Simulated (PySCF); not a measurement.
Computed shifts of a molecule C4H10BN, PySCF with PBE/pcSseg-1, GIAO, gas phase, equivalent atoms averaged, in ppm (number of nuclei): ¹³C: 34.6 (1), 20.7 (1), 18.3 (1), 17.0 (1). ¹⁵N: 127.1 (1). ¹H: 4.05 (1), 3.11 (3), 2.27 (2), 1.56 (2), 1.44 (2). References: ¹³C against TMS (σ = 182.0 ppm); ¹⁵N against NH3 (σ = 267.0 ppm); ¹¹B against BF3 (σ = 83.9 ppm); ¹H against TMS (σ = 31.49 ppm), references at their B3LYP-D3(BJ)/def2-TZVP geometries, non-relativistic. Geometry: PBE0-D3(BJ)/def2-SVP. A frequency run showed that this geometry is not a minimum. Other conformers were not sampled.

**Question.** Identify the compound among the candidates.
A) NB1CCCC1
B) CNB1CCC1
C) C=C(C)B(C)N
D) C=CCB(C)N

**Answer.** B, CNB1CCC1
